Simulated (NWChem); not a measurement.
# GeCl4; SMILES [Cl][Ge]([Cl])([Cl])[Cl]

```xyz
5

Cl    -0.9551    -1.5389    -1.1590
Ge    -0.0003    -0.0004     0.0003
Cl     2.1001    -0.4276     0.1654
Cl    -0.2680     1.8999    -0.9690
Cl    -0.8766     0.0668     1.9622
```
Atoms are numbered in this order, from 1.

Level: B3LYP/6-31G* (spherical d) (NWChem), optimised geometry, unscaled harmonic frequencies. B3LYP is NWChem's, with the RPA form of VWN correlation.

Question: List the harmonic frequencies with IR intensities, and the thermochemistry.

Answer: 
| frequency (cm⁻¹) | IR intensity (km/mol) |
|---|---|
| 123 | 0.0 |
| 123 | 0.0 |
| 165 | 9.0 |
| 165 | 9.0 |
| 165 | 9.0 |
| 372 | 0.0 |
| 440 | 91.5 |
| 440 | 91.6 |
| 440 | 91.7 |

```json
{
 "zero_point_energy": "3.5 kcal/mol",
 "thermal correction to the enthalpy at 298.15 K (with zero-point energy)": "8.6 kcal/mol",
 "heat capacity Cv": "21.1 cal/(mol K)",
 "entropy at 298.15 K and 1 atm (symmetry number 12)": "83.8 cal/(mol K)",
 "dipole_moment": "0.00 D"
}
```

Rigid rotor and harmonic oscillator.
